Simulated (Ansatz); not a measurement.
`[SeH][Ge]([SeH])([SeH])[SeH]` and `[SeH][Sn]([SeH])([SeH])[SeH]` differ in one element.

Ansatz, PBE0-D4/def2-TZVP geometries, multiplicity 1. Each molecule was computed in one conformer, which needn't be the lowest.

Elements past krypton have def2 core potentials. Scalar relativity is left out up to krypton.

```
                                                                                  property  `[SeH][Ge]([SeH])([SeH])[SeH]`
                                                       LUMO energy (B3LYP/def2-TZVPP) / eV                           -2.21
                                                        LUMO energy (PBE0/def2-TZVPP) / eV                           -1.96
                                                     LUMO energy (ωB97M-V/def2-TZVPP) / eV                           -0.14
ideal-gas entropy at 298 K and 1 bar (rigid rotor, harmonic PBE0-D4/def2-TZVP) / J/(mol·K)                             475
                                            size of the dipole moment (PBE/def2-TZVPP) / D                            1.29
                                                         LUMO energy (PBE/def2-TZVPP) / eV                           -2.75
```

(1) What does the change do to each property? (Best estimate.)

## Answers

(1) Computed: 
| property | `[SeH][Sn]([SeH])([SeH])[SeH]` | shift |
| --- | --- | --- |
| LUMO energy (B3LYP/def2-TZVPP) / eV | -2.63 | -0.42 |
| LUMO energy (PBE0/def2-TZVPP) / eV | -2.38 | -0.42 |
| LUMO energy (ωB97M-V/def2-TZVPP) / eV | -0.58 | -0.44 |
| ideal-gas entropy at 298 K and 1 bar (rigid rotor, harmonic PBE0-D4/def2-TZVP) / J/(mol·K) | 501 | 26 |
| size of the dipole moment (PBE/def2-TZVPP) / D | 1.19 | -0.10 |
| LUMO energy (PBE/def2-TZVPP) / eV | -3.13 | -0.38 |

With PBE0 the HOMO falls by 0.08 eV and the LUMO falls by 0.42 eV, so the gap narrows by about 0.34 eV. PBE moves the HOMO by -0.08 eV and ωB97M-V by -0.08 eV. Dipoles are sizes alone; their direction can turn. Modes under 60 cm⁻¹, often nearly free rotors, make the harmonic entropy too high.

B3LYP here is the variant with VWN-RPA as its local correlation; programs differ in this.

Spin–orbit coupling is left out; it splits and shifts lone-pair levels of the heavy atoms by tenths of an eV.
